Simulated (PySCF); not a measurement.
ClRb, charge -1, doublet, geometry from GFN2-xTB (such geometries of metal compounds can be far from the true shape) (a state made from the parent by changing its charge; the spin is typed, not shown lowest) (all electrons, no relativity) (in this run its highest filled SCF level lies above zero, so its values depend strongly on the basis, on diffuse functions most of all); BLYP/3-21G in PySCF.

Input for PySCF:
```python
from pyscf import gto, scf, dft

mol = gto.Mole()
mol.atom = '''
    Rb   -0.00000000   -0.00000000   -1.23734053
    Cl    0.00000000    0.00000000    2.69303528
'''
mol.basis = '3-21g'
mol.charge = -1
mol.spin = 1
mol.verbose = 4
mol.build()

mf = dft.UKS(mol)
mf.xc = 'blyp'
mf.grids.prune = dft.gen_grid.treutler_prune
mf.kernel()
mf.analyze()
```

The log (banner, timings and long lists left out):

```
PySCF version 2.14.0

[INPUT] verbose = 4
[INPUT] num. atoms = 2
[INPUT] num. electrons = 55
[INPUT] charge = -1
[INPUT] spin (= nelec alpha-beta = 2S) = 1
[INPUT] symmetry False subgroup None
[INPUT] Mole.unit = angstrom
[INPUT] Symbol           X                Y                Z      unit          X                Y                Z       unit  Magmom
[INPUT]  1 Rb     0.000000000000   0.000000000000  -1.237340530000 AA    0.000000000000   0.000000000000  -2.338234724524 Bohr   0.0
[INPUT]  2 Cl     0.000000000000   0.000000000000   2.693035280000 AA    0.000000000000   0.000000000000   5.089099122991 Bohr   0.0

nuclear repulsion = 84.6871855922297
number of shells = 19
number of NR pGTOs = 93
number of NR cGTOs = 39
basis = 3-21g
ecp = {}

******** <class 'pyscf.dft.uks.UKS'> ********
method = UKS
initial guess = minao
damping factor = 0
level_shift factor = 0
DIIS = <class 'pyscf.scf.diis.CDIIS'>
diis_start_cycle = 1
diis_space = 8
diis_damp = 0
SCF conv_tol = 1e-09
SCF conv_tol_grad = None
SCF max_cycles = 50
direct_scf = True
direct_scf_tol = 1e-13
number electrons alpha = 28  beta = 27
XC library pyscf.dft.libxc version 7.1.2
    S. Lehtola, C. Steigemann, M. J. T. Oliveira, and M. A. L. Marques,  SoftwareX 7, 1–5 (2018)
XC functionals = blyp
    A. D. Becke,  Phys. Rev. A 38, 3098 (1988)
    C. Lee, W. Yang, and R. G. Parr,  Phys. Rev. B 37, 785 (1988)
    B. Miehlich, A. Savin, H. Stoll, and H. Preuss,  Chem. Phys. Lett. 157, 200 (1989)
radial grids:
    Treutler-Ahlrichs [JCP 102, 346 (1995); DOI:10.1063/1.469408] (M4) radial grids

becke partition: Becke, JCP 88, 2547 (1988); DOI:10.1063/1.454033
pruning grids: <function treutler_prune>
grids dens level: 3
symmetrized grids: False
atomic radii adjust function: <function treutler_atomic_radii_adjust>
small_rho_cutoff = 0
Set gradient conv threshold to 3.16228e-05
tot grids = 40496
init E= -3380.85917669506

cycle= 1 E= -3384.46896982164  delta_E= -3.61  |g|= 0.305  |ddm|= 0.755
cycle= 2 E= -3378.12355176431  delta_E= 6.35  |g|= 1.23  |ddm|= 6.35
cycle= 3 E= -3384.52599241178  delta_E= -6.4  |g|= 0.129  |ddm|= 6.48
cycle= 4 E= -3384.54686432546  delta_E= -0.0209  |g|= 0.0453  |ddm|= 0.597
cycle= 5 E= -3384.55016231478  delta_E= -0.0033  |g|= 0.0117  |ddm|= 0.166
cycle= 6 E= -3384.55031048589  delta_E= -0.000148  |g|= 0.00408  |ddm|= 0.027
cycle= 7 E= -3384.55032419727  delta_E= -1.37e-05  |g|= 0.0011  |ddm|= 0.00677
cycle= 8 E= -3384.55032554207  delta_E= -1.34e-06  |g|= 4.02e-05  |ddm|= 0.00303
cycle= 9 E= -3384.55032554344  delta_E= -1.37e-09  |g|= 2.44e-06  |ddm|= 0.000117
cycle= 10 E= -3384.55032554345  delta_E= -7.73e-12  |g|= 8.94e-08  |ddm|= 8.39e-06
Extra cycle  E= -3384.55032554345  delta_E=    0  |g|= 3.36e-08  |ddm|= 4.06e-07
converged SCF energy = -3384.55032554345  <S^2> = 0.75039991  2S+1 = 2.0003999
**** SCF Summaries ****
Total Energy =                       -3384.550325543448253
Nuclear Repulsion Energy =              84.687185592229667
One-electron Energy =                -4877.225932549570643
Two-electron Energy =                 1407.988421413892866
Two-electron Coulomb Energy =         1535.973903651675528
DFT Exchange-Correlation Energy =     -127.985482237782705
**** MO energy ****
                             alpha | beta                alpha | beta
MO #1   energy= -538.297261788803  | -538.297128936984  occ= 1 | 1
MO #2   energy= -99.7300464193501  | -99.7299253061082  occ= 1 | 1
MO #3   energy= -70.9350012547505  | -70.93490182137    occ= 1 | 1
MO #4   energy= -64.190133894263   | -64.1900338136288  occ= 1 | 1
MO #5   energy= -64.1901338942629  | -64.1900338136286  occ= 1 | 1
MO #6   energy= -64.1900190790628  | -64.189882991599   occ= 1 | 1
MO #7   energy= -10.3572280073632  | -10.3570308304749  occ= 1 | 1
MO #8   energy= -8.80209193965847  | -8.80198034498886  occ= 1 | 1
MO #9   energy= -7.94757568723214  | -7.94737947469989  occ= 1 | 1
MO #10  energy= -7.94757568723204  | -7.94737947469986  occ= 1 | 1
MO #11  energy= -7.94674536842194  | -7.94650315960652  occ= 1 | 1
MO #12  energy= -6.64326057366539  | -6.64287736906949  occ= 1 | 1
MO #13  energy= -6.64118491906162  | -6.64114963338814  occ= 1 | 1
MO #14  energy= -6.64118491906161  | -6.64114963338811  occ= 1 | 1
MO #15  energy= -3.66239781788176  | -3.66219049325805  occ= 1 | 1
MO #16  energy= -3.66237411549783  | -3.66218307447033  occ= 1 | 1
MO #17  energy= -3.66179466060319  | -3.66156776469964  occ= 1 | 1
MO #18  energy= -3.66179466060317  | -3.66156776469959  occ= 1 | 1
MO #19  energy= -3.66161371266089  | -3.66136402132259  occ= 1 | 1
MO #20  energy= -1.01071610523283  | -1.00984293547505  occ= 1 | 1
MO #21  energy= -0.463181993031639 | -0.462306926187268 occ= 1 | 1
MO #22  energy= -0.463181993031611 | -0.462306926187233 occ= 1 | 1
MO #23  energy= -0.457560905342076 | -0.456528369799933 occ= 1 | 1
MO #24  energy= -0.425078078981185 | -0.424419326215495 occ= 1 | 1
MO #25  energy= -0.0152447156004804 | -0.0139497906887099 occ= 1 | 1
MO #26  energy= -0.00515169422636881 | -0.00492647882467276 occ= 1 | 1
MO #27  energy= -0.00515169422636036 | -0.00492647882467021 occ= 1 | 1
MO #28  energy= 0.0240583335688149 | 0.0444830251868782 occ= 1 | 0
MO #29  energy= 0.0695675189745783 | 0.0778233277514358 occ= 0 | 0
MO #30  energy= 0.069567518974589  | 0.0778233277514439 occ= 0 | 0
MO #31  energy= 0.0886621308044298 | 0.096538940187224  occ= 0 | 0
MO #32  energy= 0.114578387063326  | 0.120090310160779  occ= 0 | 0
MO #33  energy= 0.132145627144698  | 0.139461336867585  occ= 0 | 0
MO #34  energy= 0.132145627144781  | 0.139461336867678  occ= 0 | 0
MO #35  energy= 0.166822091075     | 0.173250505608035  occ= 0 | 0
MO #36  energy= 0.723903204390734  | 0.724487671738049  occ= 0 | 0

To work with the spin densities directly, `use mulliken_meta_spin()` only printing them here.

 ** Mulliken spin pop alpha/beta on meta-lowdin orthogonal AOs **
 ** Mulliken Spin Density (per AO)  **
spin_pop of  0 Rb 1s        0.00000
spin_pop of  0 Rb 2s        0.00000
spin_pop of  0 Rb 3s        0.00001
spin_pop of  0 Rb 4s        0.00013
spin_pop of  0 Rb 5s        0.77709
spin_pop of  0 Rb 6s        0.01881
spin_pop of  0 Rb 2px      -0.00000
spin_pop of  0 Rb 2py      -0.00000
spin_pop of  0 Rb 2pz       0.00000
spin_pop of  0 Rb 3px      -0.00000
spin_pop of  0 Rb 3py      -0.00000
spin_pop of  0 Rb 3pz       0.00000
spin_pop of  0 Rb 4px      -0.00003
spin_pop of  0 Rb 4py      -0.00003
spin_pop of  0 Rb 4pz       0.00004
spin_pop of  0 Rb 5px       0.00297
spin_pop of  0 Rb 5py       0.00297
spin_pop of  0 Rb 5pz       0.16113
spin_pop of  0 Rb 6px       0.00001
spin_pop of  0 Rb 6py       0.00001
spin_pop of  0 Rb 6pz       0.00007
spin_pop of  0 Rb 3dxy      0.00000
spin_pop of  0 Rb 3dyz     -0.00000
spin_pop of  0 Rb 3dz^2     0.00000
spin_pop of  0 Rb 3dxz     -0.00000
spin_pop of  0 Rb 3dx2-y2    0.00000
spin_pop of  1 Cl 1s        0.00000
spin_pop of  1 Cl 2s       -0.00000
spin_pop of  1 Cl 3s        0.00362
spin_pop of  1 Cl 4s        0.00352
spin_pop of  1 Cl 2px      -0.00000
spin_pop of  1 Cl 2py      -0.00000
spin_pop of  1 Cl 2pz       0.00000
spin_pop of  1 Cl 3px      -0.00295
spin_pop of  1 Cl 3py      -0.00295
spin_pop of  1 Cl 3pz       0.03369
spin_pop of  1 Cl 4px       0.00001
spin_pop of  1 Cl 4py       0.00001
spin_pop of  1 Cl 4pz       0.00189
 ** Mulliken Spin Density (per atom)  **
spin density of  0 Rb =      0.96316
spin density of  1 Cl =      0.03684
 ** Mulliken pop alpha/beta on meta-lowdin orthogonal AOs **
 ** Mulliken pop       alpha | beta **
pop of  0 Rb 1s        1.00000 | 1.00000
pop of  0 Rb 2s        1.00000 | 1.00000
pop of  0 Rb 3s        0.99999 | 0.99998
pop of  0 Rb 4s        0.99993 | 0.99980
pop of  0 Rb 5s        0.83230 | 0.05521
pop of  0 Rb 6s        0.02159 | 0.00278
pop of  0 Rb 2px       1.00000 | 1.00000
pop of  0 Rb 2py       1.00000 | 1.00000
pop of  0 Rb 2pz       1.00000 | 1.00000
pop of  0 Rb 3px       0.99998 | 0.99998
pop of  0 Rb 3py       0.99998 | 0.99998
pop of  0 Rb 3pz       0.99998 | 0.99998
pop of  0 Rb 4px       0.99967 | 0.99971
pop of  0 Rb 4py       0.99967 | 0.99971
pop of  0 Rb 4pz       0.99982 | 0.99978
pop of  0 Rb 5px       0.01554 | 0.01257
pop of  0 Rb 5py       0.01554 | 0.01257
pop of  0 Rb 5pz       0.16292 | 0.00179
pop of  0 Rb 6px       0.00028 | 0.00027
pop of  0 Rb 6py       0.00028 | 0.00027
pop of  0 Rb 6pz       0.00813 | 0.00806
pop of  0 Rb 3dxy      1.00000 | 1.00000
pop of  0 Rb 3dyz      1.00000 | 1.00000
pop of  0 Rb 3dz^2     1.00000 | 1.00000
pop of  0 Rb 3dxz      1.00000 | 1.00000
pop of  0 Rb 3dx2-y2    1.00000 | 1.00000
pop of  1 Cl 1s        1.00000 | 1.00000
pop of  1 Cl 2s        0.99979 | 0.99979
pop of  1 Cl 3s        0.99745 | 0.99383
pop of  1 Cl 4s        0.00455 | 0.00103
pop of  1 Cl 2px       0.99990 | 0.99990
pop of  1 Cl 2py       0.99990 | 0.99990
pop of  1 Cl 2pz       0.99989 | 0.99988
pop of  1 Cl 3px       0.98250 | 0.98545
pop of  1 Cl 3py       0.98250 | 0.98545
pop of  1 Cl 3pz       0.96981 | 0.93612
pop of  1 Cl 4px       0.00212 | 0.00211
pop of  1 Cl 4py       0.00212 | 0.00211
pop of  1 Cl 4pz       0.00387 | 0.00198
In total            28.00000 | 27.00000
 ** Mulliken atomic charges   ( Nelec_alpha | Nelec_beta ) **
charge of  0Rb =     -0.14802  (    19.05559     18.09243 )
charge of  1Cl =     -0.85198  (     8.94441      8.90757 )

WARN: System has nonzero charge -1; the dipole moment is origin-dependent.
Location of origin: [0. 0. 0.]

Dipole moment(X, Y, Z, Debye): -0.00000, -0.00000, -3.13154
```
